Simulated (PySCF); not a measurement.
Be(Br)(OH) (BeBrHO), SMILES [OH][Be][Br].

Coordinates come from a PBE0-D3(BJ)/def2-TZVP optimisation. Other conformers were not sampled.

Calculation: PBE/def2-TZVPD (PySCF).

Symmetry labels are those of the subgroup Cs that the program uses (full group Cs).

Computed valence orbital energies around the gap with their symmetry:
```tsv
orbital	symmetry	energy (eV)
HOMO−7	A'	-24.75
HOMO−6	A'	-19.10
HOMO−5	A'	-13.00
HOMO−4	A'	-9.18
HOMO−3	A'	-8.57
HOMO−2	A"	-8.24
HOMO−1	A'	-7.42
HOMO	A"	-7.34
LUMO	A'	-1.31
LUMO+1	A'	-0.42
LUMO+2	A"	-0.18
LUMO+3	A'	0.02
```
